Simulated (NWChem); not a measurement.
Everything below was run with NWChem. System: BrFGe, charge 0, spin multiplicity 1, at a geometry optimised with PBE0/def2-SVP. The structure started from a generated list of species. Level: MP2/aug-cc-pVDZ, 19 core orbitals frozen.

Input file:

```
start mol
memory heap 200 mb stack 900 mb global 1100 mb
geometry units angstroms nocenter noautoz
  Ge    -0.809368    -0.694688     0.000000
  F      0.372444    -1.986000     0.000000
  Br     0.644222     1.145829     0.000000
  symmetry group Cs
end
basis spherical
  * library aug-cc-pvdz
end
scf
  rhf
  nopen 0
  maxiter 100
  thresh 1e-7
  semidirect memsize 60000000 filesize 0
end
mp2
  freeze core 19
end
task mp2 energy
```

Output (cleaned and shortened):

```
             Northwest Computational Chemistry Package (NWChem) 7.3.0
             --------------------------------------------------------

                                NWChem Input Module
                                -------------------

 Scaling coordinates for geometry "geometry" by  1.889725989
 (inverse scale =  0.529177249)

 Turning off AUTOSYM since
 SYMMETRY directive was detected!

                             Geometry "geometry" -> ""
                             -------------------------

 Output coordinates in angstroms (scale by  1.889725989 to convert to a.u.)

  No.       Tag          Charge          X              Y              Z
 ---- ---------------- ---------- -------------- -------------- --------------
    1 Ge                  32.0000    -0.80936800    -0.69468800     0.00000000
    2 F                    9.0000     0.37244400    -1.98600000     0.00000000
    3 Br                  35.0000     0.64422200     1.14582900     0.00000000

 Effective nuclear repulsion energy (a.u.)     392.7984122954

            Nuclear Dipole moment (a.u.)
            ----------------------------
        X                 Y               Z
 ---------------- ---------------- ----------------
    -0.0000188973    -0.0000018897     0.0000000000

      Symmetry information
      --------------------

 Group name             Cs
 Group number              2
 Group order               2
 No. of unique centers     3

      Symmetry unique atoms

     1    2    3


 Summary of "ao basis" -> "" (spherical)
 ------------------------------------------------------------------------------
       Tag                 Description            Shells   Functions and Types
 ---------------- ------------------------------  ------  ---------------------
 *                        aug-cc-pvdz                 on all atoms

 Summary of "ao basis" -> "ao basis" (spherical)
 ------------------------------------------------------------------------------
       Tag                 Description            Shells   Functions and Types
 ---------------- ------------------------------  ------  ---------------------
 Ge                       aug-cc-pvdz               14       36   6s5p3d
 F                        aug-cc-pvdz                9       23   4s3p2d
 Br                       aug-cc-pvdz               14       36   6s5p3d

                                 NWChem SCF Module
                                 -----------------

  ao basis        = "ao basis"
  functions       =    95
  atoms           =     3
  closed shells   =    38
  open shells     =     0
  charge          =   0.00
  wavefunction    = RHF
  use symmetry    = T
  symmetry adapt  = T

 Summary of "ao basis" -> "ao basis" (spherical)
 ------------------------------------------------------------------------------
       Tag                 Description            Shells   Functions and Types
 ---------------- ------------------------------  ------  ---------------------
 Ge                       aug-cc-pvdz               14       36   6s5p3d
 F                        aug-cc-pvdz                9       23   4s3p2d
 Br                       aug-cc-pvdz               14       36   6s5p3d

      Symmetry analysis of basis
      --------------------------

        a'         66
        a"         29

 Forming initial guess at       0.4s

      Superposition of Atomic Density Guess
      -------------------------------------

 Sum of atomic energies:       -4747.04100355

      Non-variational initial energy
      ------------------------------

 Total energy =   -4747.185798
 1-e energy   =   -7398.833462
 2-e energy   =    2258.849252
 HOMO         =      -0.305947
 LUMO         =      -0.049718

      Symmetry analysis of molecular orbitals - initial
      -------------------------------------------------

  Numbering of irreducible representations:

     1 a'          2 a"

  Orbital symmetries:

     1 a'          2 a'          3 a'          4 a'          5 a'
     6 a"          7 a'          8 a'          9 a'         10 a"
    11 a'         12 a'         13 a'         14 a'         15 a"
    16 a'         17 a'         18 a'         19 a"         20 a'
    21 a'         22 a"         23 a'         24 a"         25 a'
    26 a'         27 a'         28 a"         29 a"         30 a'
    31 a'         32 a'         33 a'         34 a"         35 a'
    36 a"         37 a'         38 a'         39 a"         40 a'
    41 a'         42 a'         43 a"         44 a'         45 a'
    46 a'         47 a"         48 a'

 Starting SCF solution at      23.0s

 ----------------------------------------------
         Quadratically convergent ROHF

 Convergence threshold     :          1.000E-07
 Maximum no. of iterations :          100
 Final Fock-matrix accuracy:          1.000E-09
 ----------------------------------------------

              iter       energy          gnorm     gmax       time
             ----- ------------------- --------- --------- --------
                 1    -4747.1972752438  1.00D+00  3.32D-01     23.0
                 2    -4747.2571160022  2.05D-01  5.92D-02     23.2
                 3    -4747.2619198811  8.04D-03  1.79D-03     23.4
                 4    -4747.2619312848  2.68D-05  1.02D-05     23.8
                 5    -4747.2619312849  9.47D-09  1.90D-09     24.3

       Final RHF  results
       ------------------

         Total SCF energy =  -4747.261931284943
      One-electron energy =  -7399.410193309542
      Two-electron energy =   2259.349849729229
 Nuclear repulsion energy =    392.798412295370

        Time for solution =      1.4s

       Symmetry analysis of molecular orbitals - final
       -----------------------------------------------

  Numbering of irreducible representations:

     1 a'          2 a"

  Orbital symmetries:

     1 a'          2 a'          3 a'          4 a'          5 a"
     6 a'          7 a'          8 a"          9 a'         10 a'
    11 a'         12 a'         13 a'         14 a"         15 a'
    16 a'         17 a"         18 a'         19 a'         20 a'
    21 a"         22 a'         23 a"         24 a'         25 a'
    26 a"         27 a'         28 a"         29 a'         30 a'
    31 a'         32 a'         33 a'         34 a"         35 a'
    36 a"         37 a'         38 a'         39 a"         40 a'
    41 a'         42 a'         43 a"         44 a'         45 a'
    46 a'         47 a"         48 a'

             Final eigenvalues
             -----------------

              1
    1 -490.0663
    2 -405.3772
    3  -65.2031
    4  -58.5594
    5  -58.5590
    6  -58.5587
    7  -52.2754
    8  -46.3638
    9  -46.3630
   10  -46.3624
   11  -26.2921
   12   -9.8542
   13   -7.4647
   14   -7.4607
   15   -7.4595
   16   -7.2931
   17   -5.2667
   18   -5.2636
   19   -5.2606
   20   -3.2007
   21   -3.1993
   22   -3.1979
   23   -3.1937
   24   -3.1936
   25   -1.7410
   26   -1.7328
   27   -1.7325
   28   -1.7292
   29   -1.7251
   30   -1.5554
   31   -1.0133
   32   -0.7361
   33   -0.6458
   34   -0.6373
   35   -0.5605
   36   -0.4332
   37   -0.4312
   38   -0.3932
   39   -0.0071
   40    0.0432
   41    0.0493
   42    0.0676
   43    0.0725
   44    0.1132
   45    0.1297
   46    0.1413
   47    0.1460
   48    0.1538

                       ROHF Final Molecular Orbital Analysis
                       -------------------------------------

 Vector   36  Occ=2.000000D+00  E=-4.331549D-01  Symmetry=a"
              MO Center=  5.5D-01,  1.0D+00, -3.7D-16, r^2= 1.7D+00
   Bfn.  Coefficient  Atom+Function         Bfn.  Coefficient  Atom+Function
  ----- ------------  ---------------      ----- ------------  ---------------
    77      0.524045  3 Br pz                74      0.515342  3 Br pz

 Vector   37  Occ=2.000000D+00  E=-4.312018D-01  Symmetry=a'
              MO Center=  4.8D-01,  9.9D-01,  5.3D-16, r^2= 2.0D+00
   Bfn.  Coefficient  Atom+Function         Bfn.  Coefficient  Atom+Function
  ----- ------------  ---------------      ----- ------------  ---------------
    76      0.424811  3 Br py                73      0.422128  3 Br py
    72     -0.300583  3 Br px                75     -0.297273  3 Br px

 Vector   38  Occ=2.000000D+00  E=-3.931748D-01  Symmetry=a'
              MO Center= -4.5D-01, -5.2D-02, -1.2D-15, r^2= 3.7D+00
   Bfn.  Coefficient  Atom+Function         Bfn.  Coefficient  Atom+Function
  ----- ------------  ---------------      ----- ------------  ---------------
     5      0.480834  1 Ge s                 75      0.371024  3 Br px
    72      0.342339  3 Br px                 4      0.319056  1 Ge s
    13     -0.253394  1 Ge px                41      0.159301  2 F  px
    76      0.156456  3 Br py

 Vector   39  Occ=0.000000D+00  E=-7.127444D-03  Symmetry=a"
              MO Center= -9.7D-01, -6.4D-01, -1.5D-14, r^2= 5.4D+00
   Bfn.  Coefficient  Atom+Function         Bfn.  Coefficient  Atom+Function
  ----- ------------  ---------------      ----- ------------  ---------------
    18      0.599599  1 Ge pz                21      0.475965  1 Ge pz
    15      0.358887  1 Ge pz                80     -0.216203  3 Br pz
    77     -0.184394  3 Br pz

 Vector   40  Occ=0.000000D+00  E= 4.316986D-02  Symmetry=a'
              MO Center= -1.4D+00, -1.2D+00,  4.8D-16, r^2= 1.7D+01
   Bfn.  Coefficient  Atom+Function         Bfn.  Coefficient  Atom+Function
  ----- ------------  ---------------      ----- ------------  ---------------
    65      1.365833  3 Br s                 20     -1.037481  1 Ge py
    19     -0.884311  1 Ge px                17     -0.580408  1 Ge py
     6     -0.492718  1 Ge s                 40     -0.406821  2 F  s
    79     -0.322165  3 Br py                 5     -0.250100  1 Ge s
    78     -0.218227  3 Br px                47      0.205975  2 F  px

 Vector   41  Occ=0.000000D+00  E= 4.933933D-02  Symmetry=a'
              MO Center= -2.0D+00, -2.7D-01, -1.8D-14, r^2= 1.5D+01
   Bfn.  Coefficient  Atom+Function         Bfn.  Coefficient  Atom+Function
  ----- ------------  ---------------      ----- ------------  ---------------
    19      0.993084  1 Ge px                20     -0.884245  1 Ge py
     6     -0.465378  1 Ge s                 78     -0.314578  3 Br px
    16     -0.305889  1 Ge px                40      0.304751  2 F  s
    48      0.246795  2 F  py                47     -0.236696  2 F  px
    79      0.195429  3 Br py                65      0.184366  3 Br s

 center of mass
 --------------
 x =  -0.01388798 y =   0.02719362 z =   0.00000000

 moments of inertia (a.u.)
 ------------------
         769.550058877001        -308.970913997007           0.000000000000
        -308.970913997007         300.746564138737           0.000000000000
           0.000000000000           0.000000000000        1070.296623015738

  Mulliken analysis of the total density
  --------------------------------------

    Atom       Charge   Shell Charges
 -----------   ------   -------------------------------------------------------
    1 Ge  32    30.88   2.00  2.00  2.02  1.06  0.73  0.01  6.00  6.00  0.70  0.24 -0.01  9.97  0.16 -0.01
    2 F    9     9.65   2.00  0.89  1.05  0.05  3.30  2.24  0.10  0.00  0.01
    3 Br  35    35.48   2.00  2.00  2.02  0.99  0.95  0.04  6.00  6.00  2.64  2.72  0.08  9.97  0.04  0.02

       Multipole analysis of the density wrt the origin
       ------------------------------------------------

     L   x y z        total         open         nuclear
     -   - - -        -----         ----         -------
     0   0 0 0     -0.000000      0.000000     76.000000

     1   1 0 0     -0.967077      0.000000     -0.000019
     1   0 1 0     -0.026758      0.000000     -0.000002
     1   0 0 1     -0.000000      0.000000      0.000000

     2   2 0 0    -30.330995      0.000000    131.188940
     2   1 1 0      1.896598      0.000000    132.740347
     2   1 0 1     -0.000000      0.000000      0.000000
     2   0 2 0    -33.730100      0.000000    346.011251
     2   0 1 1      0.000000      0.000000      0.000000
     2   0 0 2    -28.169165      0.000000      0.000000

                   NWChem MP2 Semi-direct Energy/Gradient Module
                   ---------------------------------------------

  Basis functions       =     95
  Molecular orbitals    =     95
  Frozen core           =     19
  Frozen virtuals       =      0
  Active alpha occupied =     19
  Active beta occupied  =     19
  Active alpha virtual  =     57
  Active beta virtual   =     57
  Use MO symmetry       = T
  Use skeleton AO sym   = T

  AO/Fock/Back tols     =   1.0D-09  1.0D-09  1.0D-09

 GA uses MA = F    GA memory limited = T

 Available:
  local mem=  1.26D+08
 global mem=  1.44D+08
 local disk=  0.00D+00
  mp2_memr nvloc                    57
  nvloc new                    57
   1 passes of  19:        3145728                      46027                  16784250.
   1 passes of  19: M    126150944           G      144161150           F     123005216.

 Semi-direct pass number   1 of   1  for RHF alpha+beta  at       24.6s
  vrange nnbf                  4554
  mp2_eaftype                    64  avail_ma_in_mb                  1099
 EAF : mp2_eaftype filesize          64    8392125.
  mp2_eaf for mointskh                     64
Node 0 wrote     39.5 Mb in      0.0 s     Agg I/O rate:  1461.3 Mb/s
 Done moints_semi at       81.0s
  mp2_eaftype                    64  avail_ma_in_mb                  1035
 EAF : mp2_eaftype filesize          64    8392125.
  mp2_eaf for kh                    64
 Done maket at       81.3s
 Done multipass loop at       81.3s

          -------------------------------------------
          SCF energy               -4747.261931284943
          Correlation energy          -0.443052007895
          Singlet pairs               -0.256149547239
          Triplet pairs               -0.186902460656
          Total MP2 energy         -4747.704983292838
          -------------------------------------------

          ---------------------------------------------------
                    Spin Component Scaled (SCS) MP2
          Same spin pairs                     -0.124601640437
          Same spin scaling factor             0.333333333333
          Opposite spin pairs                 -0.318450367458
          Opposite spin scaling fact.          1.200000000000
          SCS-MP2 correlation energy          -0.423674321095
          Total SCS-MP2 energy             -4747.685605606038
          ---------------------------------------------------

 -----------------------
 Performance information
 -----------------------

 Timer overhead =  1.52D-07 seconds/call

               Nr. of calls         CPU time (s)                 Wall time (s)                GFlops
             ---------------    -------------------     ------------------------------   -------------------
Name         Min   Avg   Max    Min     Avg     Max     Min     Avg     Max   Mx/calls   Min     Max     Sum
mp2: moin     1     1     1    56.     56.     56.      56.     56.     56.     56.      0.0     0.0     0.0
mp2: make     1     1     1   0.27    0.27    0.27     0.27    0.27    0.27    0.27      0.0     0.0     0.0
mp2: tota     1     1     1    57.     57.     57.      57.     57.     57.     57.      0.0     0.0     0.0

 The average no. of pstat calls per process was 3.00D+00
 with a timing overhead of 4.55D-07s

 Task  times  cpu:       81.3s     wall:       81.3s

 Total times  cpu:       81.3s     wall:       81.3s
```
